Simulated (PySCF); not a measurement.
## Core-level binding energies of `CCOc1ccco1`

Compound: C6H8O2.
Atom-mapped SMILES: `[CH3:1][CH2:2][O:3][c:4]1[cH:5][cH:6][cH:7][o:8]1`

Method: PySCF 2.14.0, delta-SCF UKS SCAN, pcX-2 on the ionised atom, pcseg-1 elsewhere, spin-free X2C. Binding energies are ΔSCF values: E(core-ionised, relaxed orbitals) − E(ground state) at a fixed geometry, referred to the vacuum level.

Q: What binding energy does each computed site have?

A: 
| atom(s) | environment | level | binding energy (eV) | above the level's lowest (eV) | count |
| --- | --- | --- | --- | --- | --- |
| C1 | methyl carbon | C 1s | 290.88 | +0.95 | 1 |
| C2 | sp3 carbon bound to oxygen | C 1s | 292.47 | +2.54 | 1 |
| O3 | aryl ether oxygen | O 1s | 539.10 | 0.00 | 1 |
| C4 | aromatic carbon bearing oxygen | C 1s | 293.01 | +3.08 | 1 |
| C5 | aromatic CH carbon | C 1s | 289.93 | 0.00 | 1 |
| C6 | aromatic CH carbon | C 1s | 290.32 | +0.39 | 1 |
| C7 | aromatic CH next to a ring oxygen | C 1s | 291.16 | +1.23 | 1 |
| O8 | furan-type oxygen | O 1s | 539.85 | +0.75 | 1 |

Lowest listed C 1s: C5, bonded to 2 C (aromatic in the SMILES) and H. Highest, 3.08 eV above it: C4, bonded to O (aromatic in the SMILES), O and C (aromatic in the SMILES). The widest gap between neighbouring values is 1.31 eV, between 291.16 and 292.47 eV. Summing the Pauling electronegativity differences to the bonded atoms, each weighted by its formal bond order, gives -0.35 for the lowest site and +2.23 for the highest; no listed site has a larger sum than the highest. The smallest sum, -1.05, belongs to C1, 0.95 eV above the lowest.

The listed O 1s values span 0.75 eV, from O3 (bonded to 2 C) to O8 (bonded to 2 C (aromatic in the SMILES)). Summing the Pauling electronegativity differences to the bonded atoms, each weighted by its formal bond order, gives -1.78 for the lowest site and -2.67 for the highest; the largest sum, -1.78, belongs to O3, 0.75 eV below the top. The smallest sum, -2.67, belongs to O8, 0.75 eV above the lowest.

Q: What is the longest wavelength that can ionise C 1s of C7 vertically?

A: λ = hc/E = 12398.42 eV Å / 291.16 eV = 42.583 Å.

Q: Express the binding energy of C 1s of C7 in atomic units and per mole.

A: 291.16 eV = 10.6999 Eh = 28093 kJ/mol.

The structure is a single PBE0-D3(BJ)/def2-SVP conformer in the gas phase; no vibrational or solvent corrections.

The values belong to the conformer `[CH3:1][CH2:2][O:3][c:4]1[cH:5][cH:6][cH:7][o:8]1`: C1–C2–O3–C4 73°, C2–O3–C4–C5 -163°.
